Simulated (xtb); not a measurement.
CH₁₀N₂Si₂, SMILES N([SiH3])[SiH2]CN. All values are semi-empirical tight-binding results from xtb (GFN2-xTB unless named), good for trends rather than for accurate numbers. Geometry optimised at GFN2-xTB. This is a generated structure with no PubChem entry under its InChIKey; it may be hypothetical. Other conformers were not sampled.

```
Property                                          Value
----------------------------------------  -------------
orbital gap                                     4.76 eV
dipole moment                                    1.39 D
zero-point energy                         68.5 kcal/mol
G − E(el) at 298.15 K (modified RRHO)     47.1 kcal/mol
static polarisability (D4 model)             91.0 bohr³
solvation energy, GFN2-xTB/ALPB(water)    -1.6 kcal/mol
solvation energy, GFN2-xTB/ALPB(octanol)  -4.9 kcal/mol
```
